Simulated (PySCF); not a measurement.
**Dipole response of Rb⁻ (rubidium, charge -1)**

[Kr] 5s2, closed-shell 1S. All numbers are calculated (PySCF 2.14, scalar relativity by spin-free X2C-1e, in aug-cc-pwCVTZ-X2C). Coupled (time-dependent) response in atomic units; α is the mean over directions.

| method | mean α (bohr³) | C₆ (like pair) | S(−4) |
| --- | --- | --- | --- |
| UHF | 2393 | 107000 | 4851000 |

S(−4) is the Cauchy moment in α(ω) = α(0) + S(−4) ω² + …

α(iu) at UHF:

| u (hartree) | α(iu) (bohr³) |
| --- | --- |
| 0 | 2393 |
| 0.0500 | 537.7 |
| 0.100 | 185.5 |
| 0.200 | 57.46 |
| 0.300 | 30.21 |
| 0.500 | 14.77 |
| 0.750 | 8.721 |
| 1.00 | 5.924 |
| 1.50 | 3.261 |
| 2.00 | 2.048 |
| 3.00 | 1.014 |
| 5.00 | 0.3973 |

A single London oscillator, α(iu) = α/(1 + u²/ω²), gives C₆ = (3/4) ω α². Matching the computed C₆ needs ω = 4 × 107000 / (3 × 2393²) = 0.0249 hartree.

For an ion, C₆ is the dispersion term alone; charge-induced terms of lower order in 1/R come first.

The outer electron is barely bound at this level, so radii and moments hang on the diffuse functions.
